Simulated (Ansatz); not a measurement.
C$_{5}$H$_{16}$GeOSi (`C[O][GeH2][CH2][Si](C)(C)C`), 24 atoms. Charge 0, multiplicity 1. Correlated methods include outer-core shells of Ge, which these sets cover unevenly. Scalar relativity is left out up to krypton. All runs use 6 threads of an AMD EPYC 7R13 on a shared host and a share of an NVIDIA H100 80 GB. Correlated methods freeze the cores.

Q: How many basis functions does each run have, and how long does it take in Ansatz? RKS B3LYP-D4/def2-TZVPP energy and forces; RKS ωB97M-V/def2-SVP energy; RKS PBE0-D4/def2-SVP energy; RKS HSE06 (plane-wave form)-D4/def2-TZVPP energy; RKS PBE0-D4/def2-TZVP relaxation (16 steps); RHF-MP2/def2-QZVPP energy; RHF-CCSD(T)/def2-TZVPP energy; RKS r2SCANh-D4/def2-TZVPP energy; RHF-CCSD(T)/def2-SVP energy; RKS PBE0-D4/def2-QZVPP energy; RKS ωB97M-V/def2-QZVPP energy; direct RPA on PBE orbitals/def2-TZVPP energy. (Estimate.)

A: The calculation gave: Other jobs shared the machine, so times are rough.

| level | job | functions | wall time | peak host memory (GiB) |
| --- | --- | --- | --- | --- |
| RKS PBE0-D4/def2-SVP | energy | 214 | 1.4 s | 0.85 |
| RKS ωB97M-V/def2-SVP | energy | 214 | 1.9 s | 0.99 |
| RKS B3LYP-D4/def2-TZVPP | energy and forces | 500 | 2.8 s | 1.2 |
| RKS r2SCANh-D4/def2-TZVPP | energy | 500 | 2.8 s | 1.1 |
| RKS HSE06 (plane-wave form)-D4/def2-TZVPP | energy | 500 | 3.2 s | 1.3 |
| RHF-CCSD(T)/def2-SVP | energy | 214 | 3.3 s | 0.84 |
| RKS PBE0-D4/def2-QZVPP | energy | 981 | 3.4 s | 1.6 |
| direct RPA on PBE orbitals/def2-TZVPP | energy | 500 | 5 s | 2.7 |
| RKS ωB97M-V/def2-QZVPP | energy | 981 | 5.5 s | 1.7 |
| RHF-MP2/def2-QZVPP | energy | 981 | 8 s | 1.7 |
| RKS PBE0-D4/def2-TZVP | relaxation (16 steps) | 367 | 30 s | 1.1 |
| RHF-CCSD(T)/def2-TZVPP | energy | 500 | 37 s | 2.5 |

B3LYP here is the variant with VWN-RPA as its local correlation; programs differ in this.
